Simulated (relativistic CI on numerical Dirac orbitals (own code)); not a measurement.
Ta3+: 5p photoemission

Computed with this model: Dirac-Coulomb-Breit CI, KLI orbitals optimised for each configuration, a model potential for QED, multiplet model of photoemission in the sudden approximation, unscaled Slater integrals; configurations [Xe] 4f14 5d2 → [Kr] 4d10 4f14 5s2 5p5 5d2; 300 K; Lorentzian 1.5 eV and Gaussian 0.6 eV FWHM. Energies are those of the free ion, without screening or charge transfer. The energies are binding energies and can lie tens of eV above those of solids. S is read from ⟨S²⟩ = S(S + 1).

Field parameters in Wybourne normalisation: D4h B²₀ = −7Ds, B⁴₀ = 21(Dq − Dt), B⁴₄ = 21√(5/14) Dq. The field is a parameter set, without covalency.

free ion: ground-state S = 0.97, centroid 74.33 eV. Peaks (eV, height): 70.4 (100), 75.6 (27), 77.2 (19), 82.0 (32), 88.6 (25).

D4h, 10Dq = 38800, Ds = -1500, Dt = -580 cm⁻¹: ground-state S = 0.99, centroid 74.46 eV. Peaks (eV, height): 70.4 (100), 79.0 (40), 81.2 (27), 90.6 (11).

D4h, 10Dq = 38800, Ds = 3000, Dt = -580 cm⁻¹: ground-state S = 0.99, centroid 74.49 eV. Peaks (eV, height): 69.2 (98), 70.4 (100), 79.2 (40), 81.6 (35), 91.0 (9).

Strongest unbroadened transitions for D4h, 10Dq = 38800, Ds = 3000, Dt = -580 cm⁻¹:

```tsv
Energy (eV)	Relative strength
68.91	15.7
68.95	100.0
69.08	35.7
69.11	19.4
69.93	37.5
70.27	12.4
70.60	88.3
70.83	24.4
71.75	11.3
71.78	26.6
72.07	24.0
78.78	15.7
78.90	10.3
79.57	12.6
79.78	16.8
81.68	24.9
82.70	15.5
91.12	10.3
```
